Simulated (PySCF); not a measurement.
What does the PBE0-D3(BJ)/def2-SVP structure of [PdF6]2- (`[F][Pd-2]([F])([F])([F])([F])[F]`) look like in three dimensions? (Charge -2 and singlet state.)

```xyz
7
PdF6 angstrom
Pd     0.0001   -0.0001    0.0002
F     -0.0177   -0.0091    1.9252
F      0.0168    0.0088   -1.9249
F      1.9251    0.0059    0.0153
F     -1.9250   -0.0054   -0.0161
F     -0.0039    1.9250    0.0085
F      0.0046   -1.9251   -0.0082
```

Any rigid rotation of these coordinates is as good. Atoms count from 1 in this order. Pd1 (palladium bonded to 6 F) is octahedral (the three widest angles are 180.0°, 180.0° and 180.0°, the others run from 89.9° to 90.1°). All 6 F–Pd bonds measure 1.925 Å.

Bonds between heavy atoms (Å): Pd1–F2 1.925, Pd1–F3 1.925, Pd1–F4 1.925, Pd1–F5 1.925, Pd1–F6 1.925, Pd1–F7 1.925.

Theory: PBE0-D3(BJ)/def2-SVP geometry optimisation, gas phase, def2 core potentials past Kr in PySCF 2.14.0.

Point group: Oh (every atom within 0.08 Å of its image). No frequency check. Whether so highly charged an anion holds all its electrons in the gas phase wasn't checked; a finite basis holds them in any case. The ion is multiply charged and computed without counter-ions or solvent. The geometry's basis has no diffuse functions, a weakness for an anion.
